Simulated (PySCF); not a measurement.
## Worked example: entropy of an ideal gas

Ga(Cl)3(NH3) (Cl3GaH3N), SMILES [NH3]->[Ga]([Cl])([Cl])[Cl] (connectivity only; charge and spin as stated), neutral, multiplicity 1.

Geometry optimised at PBE0-D3(BJ)/def2-SVP. The isomer is the one that the SMILES or the coordinates give; other isomers of the formula were not compared. Other conformers were not sampled.

PBE0-D3(BJ)/def2-SVP (PySCF) gives the harmonic wavenumbers 113, 113, 124, 129, 129, 153, 366, 406, 434, 434, 660, 660, 1206, 1612, 1612, 3482, 3619, 3619 cm⁻¹ and the rotational temperatures 0.0724, 0.0724, 0.0501 K. The molar mass is 193.10 g/mol, the symmetry number 3, the spin multiplicity 1.

Q: Work out the entropy at 298.15 K and 1 atm in the rigid-rotor, harmonic-oscillator model.

A: 
Translation (Sackur–Tetrode at 1 atm): S = R[1.5 ln M + 2.5 ln T − 1.16487] = 174.4 J/(mol K).
Rotation: q = (√π/σ) T^1.5/√(θA θB θC) = 188000, S = R[ln q + 3/2] = 113.4 J/(mol K).
Vibration: with u = 1.4388 ν/T, each mode gives R[u/(e^u − 1) − ln(1 − e^−u)]:
```
ν (cm⁻¹)  modes     u  S (J/(mol K))
--------  -----  ----  -------------
113           2  0.55          26.92
124           1  0.60          12.71
129           2  0.62          24.78
153           1  0.74          11.02
366           1  1.77           4.59
406           1  1.96           3.94
434           2  2.09           7.08
660           2  3.18           2.99
1206          1  5.82           0.17
1612          2  7.78           0.06
```
The stiffer modes add less than 0.005 each. Sum 94.2 J/(mol K).
Spin: R ln 1 = 0.0 J/(mol K).
Total 382.1 J/(mol K); the program's own thermochemistry gives 382.1. Translation makes up 46 % and vibration 25 %. Anharmonicity, hindered rotation and orbital degeneracy are left out.
